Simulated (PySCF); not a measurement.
**From computed data to an observable: chemical shift, span and skew from a shielding tensor**

Cl₃OSi, SMILES [O][Si](Cl)(Cl)Cl (connectivity only; charge and spin as stated), charge -1, multiplicity 1. Atoms are numbered in the order given.

```xyz
5

O      0.0000     0.0000     2.0508
Si     0.0000     0.0000     0.4996
Cl     1.6578    -0.9571    -0.4588
Cl     0.0000     1.9142    -0.4588
Cl    -1.6578    -0.9571    -0.4588
```
Charge -1, spin multiplicity 1.

Coordinates come from a B3LYP-D3(BJ)/def2-SVPD optimisation. The spin state was assumed, not searched. The isomer is the one that the SMILES or the coordinates give; other isomers of the formula were not compared.

GIAO shieldings from PySCF with B3LYP/pcSseg-1, non-relativistic, no solvent. The symmetric part of the tensor of Si2 has the principal values 310.6, 310.6, 582.4 ppm. The same nucleus in TMS has σ = 338.7 ppm at this level (PySCF, at its B3LYP-D3(BJ)/def2-TZVP geometry). Without spin–orbit terms, shifts of atoms bonded to Cl or Br come out too high.

**Question.** Work out the isotropic shielding, the ²⁹Si shift against TMS, the span and the skew.

**Answer.** 
σ(iso) = (σ11 + σ22 + σ33)/3 = 401.2 ppm. δ = σ(ref) − σ(iso) = 338.7 − (401.2) = -62.5 ppm.
Span Ω = σ33 − σ11 = 271.8 ppm. Skew κ = 3(σ(iso) − σ22)/Ω = 1.00, an axial tensor. Tumbling in solution averages the tensor to δ; in a static solid the shielding alone would spread this spin-1/2 line over Ω.
